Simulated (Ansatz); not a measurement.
C2HBCl2 (`C#CB(Cl)Cl`). Total charge 0; spin multiplicity 1.

Cartesian coordinates in Å:
```
C -1.454 -0.821 0.055
C -0.405 -0.229 0.015
B 0.906 0.511 -0.034
Cl 2.017 0.414 1.304
Cl 1.319 1.469 -1.429
H -2.382 -1.345 0.089
```

Problem. List the harmonic frequencies (cm⁻¹, unscaled) at PBE0-D4/def2-TZVP in Ansatz. (An estimate is asked.)

Solution. The calculation gave: 133, 201, 256, 449, 504, 540, 692, 771, 972, 1099, 2193, 3468.

Problem. Is this a minimum?

Solution. Yes, all 12 modes are real.

Problem. Give the ideal-gas thermochemistry at 298.15 K and 1 bar (rigid rotor, harmonic oscillator; point group C2v, symmetry number 2).

Solution. Zero-point energy 67.5 kJ/mol; H(298) − E = 84.4 kJ/mol; entropy 316.4 J/(mol·K), of which translation 167.1, rotation 109.8, vibration 39.5; G(298) − E = -10.0 kJ/mol.

Problem. And at 400, 500, 600, 800 and 1000 K?

Solution. 
```
T (K)  H − E (kJ/mol)  S (J/mol/K)  G − E (kJ/mol)
  400            93.2        341.9           -43.5
  500           102.8        363.3           -78.8
  600           113.0        381.9          -116.1
  800           134.6        412.9          -195.7
 1000           157.4        438.4          -280.9
```
